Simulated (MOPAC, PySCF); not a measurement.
CH₃F₃Si, SMILES `FC(F)(F)[SiH3]`, neutral singlet in the gas phase. 

Z-matrix (Å, degrees):
```
C
F 1 1.3546
F 1 1.3546 2 106.70
F 1 1.3546 2 106.70 3 113.78
Si 1 1.9308 2 112.12 3 -123.11
H 5 1.4789 1 107.25 2 -179.99
H 5 1.4790 6 111.59 1 -117.19
H 5 1.4790 6 111.59 7 -125.61
```
Charge 0, multiplicity 1.

All levels are single points at this geometry (r2SCAN-D4/def2-TZVP); Pople sets use spherical d functions. Orbital energies aren't observables, and empty levels follow the basis.

```csv
level,HOMO (eV),LUMO (eV),gap (eV),dipole (D),"vertical IE, Delta-SCF (eV)"
PBE-D3(BJ)/def2-TZVP in PySCF,-8.11,-0.75,7.36,2.00,–
r2SCAN-D4/def2-TZVP in PySCF,-8.48,-0.35,8.13,2.12,–
B3LYP/6-311+G** in PySCF,-9.65,-0.42,9.23,2.52,–
B3LYP/LANL2DZ in PySCF,-9.77,0.11,9.88,2.97,–
BP86/6-31G* in PySCF,-7.76,-0.32,7.45,1.64,–
PBE/6-31G* in PySCF,-7.63,-0.30,7.33,1.60,11.25
HF/6-31G* in PySCF,-13.50,3.43,16.92,2.51,12.11
AM1 in MOPAC,-11.71,-0.47,11.23,2.82,–
PM6 in MOPAC,-11.82,-0.55,11.27,3.18,–
```
